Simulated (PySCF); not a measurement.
Computed shifts of a molecule C2H4Cl2Si, PBE0/pcSseg-1 run with PySCF, GIAO, gas phase, equivalent atoms averaged, in ppm (number of nuclei): ¹³C: 152.6 (1), 135.7 (1). ²⁹Si: -20.8 (1). ¹H: 7.03 (1), 6.27 (1), 5.77 (2). References: ³⁵Cl against HCl (σ = 945.9 ppm); ¹³C against TMS (σ = 186.3 ppm); ²⁹Si against TMS (σ = 352.7 ppm); ¹H against TMS (σ = 31.56 ppm), references at their B3LYP-D3(BJ)/def2-TZVP geometries, non-relativistic (without spin–orbit terms, shifts of atoms bonded to Cl or Br come out too high). Geometry optimised at PBE0-D3(BJ)/def2-SVP. Other conformers were not sampled.

**Question.** Which molecule gave these data?
A) C=C[SiH](Cl)Cl
B) [SiH3]C=C(Cl)Cl
C) C=C(Cl)[SiH2]Cl
D) Cl/C=C\[SiH2]Cl

**Answer.** D, Cl/C=C\[SiH2]Cl
